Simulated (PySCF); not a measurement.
**ZnH at UHF**

Computed with UHF; PySCF, no relativity, basis sets Zn def2-TZVPPD, H def2-TZVPPD.

```json
{"state": "²Σ⁺ (doublet), unpaired electrons σ ↑", "bond length": "0.1629 nm", "harmonic wavenumber": "1617 cm⁻¹", "force constant": "1.53 mdyn/Å", "rotational constant Be": "6.404 cm⁻¹", "anharmonicity ωexe": "43.3 cm⁻¹", "vibration–rotation constant αe": "0.230 cm⁻¹", "well depth De to Zn + H": "19.7 kcal/mol", "dissociation energy D0": "17.4 kcal/mol", "bond order (Mayer)": "0.88", "dipole moment (positive dipole means Zn(−)H(+))": "-0.83 D"}
```

Hartree–Fock leaves out correlation, which carries a large part of most bond energies and some tenths to 1 eV of ionisation energies. The state was picked by a PBE0 search and need not be the measured ground state.
